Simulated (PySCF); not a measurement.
Gas-phase reaction: 2 I₂ + 2 SiF₂ ⇌ SiI₄ + SiF₄

Method: PySCF energies plus ideal-gas RRHO corrections (1 bar). † marks an energy on the PBE0/def2-TZVP geometry and frequencies; other levels use their own. MP2 and CCSD(T) freeze the core. All species are closed-shell singlets. I: scalar-relativistic def2 core potential, no spin-orbit coupling. MP2 isn't extrapolated to the basis-set limit; its ΔH°(298 K) is -635.7 kJ in def2-SVP and -688.9 kJ in def2-TZVPP. CCSD(T) isn't extrapolated to the basis-set limit. The harmonic model lacks anharmonicity and excited electronic states, which grow with temperature; levels with a mode under 35 cm⁻¹ are left out. Soft modes under 120 cm⁻¹ make the harmonic entropy rough for SiI₄.

| level | ΔE electronic, kJ | ΔH°(298 K), kJ | ΔS°(298 K), J/K | ΔG°(800 K), kJ |
|---|---|---|---|---|
| CCSD(T)/def2-SVP† | -583 | -569 | -335 | -306 |
| HF/def2-TZVP† | -599 | -586 | -335 | -322 |
| M06-2X/def2-TZVP† | -625 | -611 | -335 | -347 |
| MP2/def2-TZVPP† | -702 | -689 | -335 | -425 |
| PBE0/def2-TZVP | -621 | -607 | -335 | -344 |
| ωB97X-V/def2-TZVP† | -625 | -611 | -335 | -348 |
ΔH° is lowest at MP2/def2-TZVPP† and highest at CCSD(T)/def2-SVP†. No reference value is set beside these.
